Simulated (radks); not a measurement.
The oxygen anion O2-, [Ne], held by a Watson sphere: a shell of charge +2 at radius R that stands for the Madelung well of a crystal (potential energy -2/R inside, -2/r outside, in hartree with lengths in bohr). Method: non-relativistic Kohn-Sham, LDA (Slater exchange, Perdew-Wang correlation), spin-polarised, spherical densities, point nucleus; computed with a radial shooting solver on a logarithmic mesh with Libxc functionals. Response by self-consistent Sternheimer equations with the Hartree and adiabatic LDA kernel. The sphere does not respond.

R (bohr),e(1s) (eV),e(2s) (eV),e(2p) (eV),<r> 2p (bohr),sum of <r^2> (bohr^2),X-ray form factor at sin(theta)/lambda = 0.3 1/angstrom,alpha (bohr^3)
1.7,-504.13,-23.339,-9.026,1.416,19.62,4.262,10.83
1.74,-504.15,-23.129,-8.866,1.427,19.90,4.243,11.28
1.8,-504.19,-22.822,-8.631,1.442,20.33,4.217,11.98
2.13,-504.17,-21.314,-7.428,1.521,22.65,4.116,16.63
2.22,-504.12,-20.955,-7.129,1.541,23.28,4.099,18.16
2.55,-503.85,-19.810,-6.134,1.612,25.58,4.059,24.95
2.98,-503.41,-18.657,-5.067,1.698,28.64,4.041,37.23
3.48,-502.91,-17.674,-4.098,1.789,32.37,4.039,58.24
3.91,-502.52,-17.049,-3.450,1.864,35.81,4.040,84.55
